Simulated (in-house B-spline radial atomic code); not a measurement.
Configurations of Rb V (Rb4+), with energies counted from [Ar] 3d10 4s2 4p3. Level of theory: scalar-relativistic (X2C) RPBE, spin-polarised, spherical fractional occupations, Fermi nucleus of rms radius 4.2036 fm; calculated with a radial B-spline atomic code at the basis-set limit. Shells without spins written out take the highest spin.

Occupations are held fixed; configurations that lie above the ionisation limit could autoionise.

```tsv
configuration	E - E(ref) (eV)	highest orbital	its <r> (bohr)
[Ar] 3d10 4s2 4p2 4d1	25.742	4d up	1.927
[Ar] 3d10 4s1 4p3 4d1	38.66	4d up	1.895
[Ar] 3d10 4s1 4p3 5d1	59.844	5d up	4.009
[Ar] 3d10 4s1 4p3 5f1	67.11	5f up	5.339
[Ar] 3d(5 up, 4 down) 4s2 4p(3 up, 1 down)	103.04	4p down	1.475
[Ar] 3d9 4s2 4p3 4f1	147.22	4f up	2.825
[Ne] 3s2 3p5 3d10 4s2 4p3 5p1	261	5p up	3.161
```

Problem. Order these further configurations by energy, lowest first.
A. [Ne] 3s2 3p5 3d10 4s2 4p3 5s1
B. [Ne] 3s2 3p(2 up, 3 down) 3d10 4s2 4p(1 up, 3 down)
C. [Ar] 3d(4 up, 5 down) 4s2 4p(2 up, 1 down) 4f(1 up, 0 down)
D. [Ne] 3s2 3p5 3d10 4s2 4p3 4d1
E. [Ar] 3d10 4s2 4p(1 up, 2 down)

Solution. E (2.7985 eV), C (151.01 eV), B (223.94 eV), D (247.06 eV), A (255.27 eV).

Problem. How far above the reference does [Ar] 3d10 4s2 4p(1 up, 1 down) 4d(0 up, 1 down) lie?

Solution. 28.303 eV; its least bound orbital is 4d down with <r> = 1.951 bohr.

Problem. How far above the reference does [Ar] 3d10 4s2 4p2 5d1 lie?

Solution. 46.128 eV; its least bound orbital is 5d up with <r> = 4.038 bohr.
